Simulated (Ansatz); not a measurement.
Molecule: C$_{2}$H$_{2}$BCl$_{2}$, charge 0, multiplicity 2. It need not be the lowest isomer of its formula. 
Coordinates optimised at B3LYP-D3(BJ)/def2-TZVP (Ansatz, an electronic-structure program):
```
C
C 1 1.3110
H 2 1.0801 1 138.82
H 1 1.0953 2 118.65 3 0.00
B 1 1.5423 4 117.48 2 -180.00
Cl 5 1.7534 1 122.05 4 -180.00
Cl 5 1.7584 1 119.30 4 0.00
```
Charge 0, spin multiplicity 2.

Wanted: atomisation energy (electronic, to ground-state atoms), in kcal/mol. Cores are frozen in the correlated levels unless marked. UHF or UKS for open shells. No spin-orbit coupling. Non-relativistic. The coupled-cluster limit lacks core correlation, which all-electron functionals hold. CBS(X,Y): correlation extrapolated as X^-3; Hartree-Fock from the larger set.

```
level                                        program  atomisation energy (kcal/mol)  minus last row
------------------------------------  --------------  -----------------------------  --------------
HF/6-31G*                                     Ansatz                          493.7          -155.2
BLYP-D3(BJ)/def2-TZVPD                Ansatz + dftd3                          652.3             3.4
BLYP/def2-TZVPD                               Ansatz                          642.9            -6.0
B97M-V/def2-TZVPD                             Ansatz                          662.5            13.6
PBE0/def2-SVP                                 Ansatz                          672.5            23.6
PBE0-D4/def2-TZVP                     Ansatz + dftd4                          666.4            17.5
PBE0/def2-TZVPD                               Ansatz                          662.6            13.7
CCSD/cc-pV(D+d)Z                              Ansatz                          590.1           -58.8
CCSD/CBS(cc-pV(T+d)Z,cc-pV(Q+d)Z)             Ansatz                          634.2           -14.7
CCSD(T)/CBS(cc-pV(T+d)Z,cc-pV(Q+d)Z)          Ansatz                          648.9             0.0
```

The UHF reference is spin-contaminated (<S^2> 0.21 over the pure value in the largest basis).
